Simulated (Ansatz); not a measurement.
Task: Predict a relaxed structure of Ta2O2⁺ (the lowest doublet isomer of a short search), charge 1, doublet, at PBE0-D4/def2-TZVP (Ansatz).

Result: 
Cartesian coordinates in Å:
```
Ta -1.0529 0.4064 -0.4765
Ta 0.6659 -0.4241 0.9368
O -0.1484 -1.2723 -0.5671
O 0.5355 1.2901 0.1068
```
Point group C2v (tolerance 0.1 Å). This is one stationary point.

In the def2 sets Ta takes a core potential; there is no spin–orbit coupling. The charge 1 doublet is spin-contaminated (final ⟨S²⟩ up to 0.88, 0.75 for a pure state). The relaxation made no stability test and no search for a lower SCF solution. The structure comes from a short search, and lower isomers may exist.
